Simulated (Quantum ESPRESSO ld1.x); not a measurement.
Results of a calculation; reference values are marked as such.
These are the eigenvalues of the occupied orbitals of an atom or ion with whole-number occupations (Ry). Code: ld1.x of Quantum ESPRESSO 7.5. Model: Dirac Kohn-Sham, LDA (Slater exchange, Hedin-Lundqvist correlation), spin-unpolarised, spherical densities, point nucleus.

orbital  eigenvalue
1s1/2      -2843.15
2s1/2      -452.726
2p1/2      -427.169
2p3/2      -396.844
3s1/2      -97.0198
3p1/2      -86.2245
3p3/2      -80.3177
3d3/2      -61.3393
3d5/2      -60.0742
4s1/2      -19.7940
4p1/2      -15.8225
4p3/2      -14.5565
4d3/2      -8.03560
4d5/2      -7.81603
5s1/2      -3.16091
5p1/2      -2.08155
5p3/2      -1.89583
5d3/2      -0.55615
5d5/2      -0.54194

Which element is it, and in what charge state? The configuration may be excited. Open shells, if any, are shared by 2j + 1.

Answer. Z = 57, lanthanum, charge +1: La+ in [Xe] 5d2. The list shows which subshells hold electrons but not how many an open one holds; the 1s level, -1421.6 hartree, gives Z - s = 53.3 by -(Z - s)^2/2, which with screening and relativity narrows Z to a few neighbours, and the depths of the outer levels then fix element, charge and occupations together.
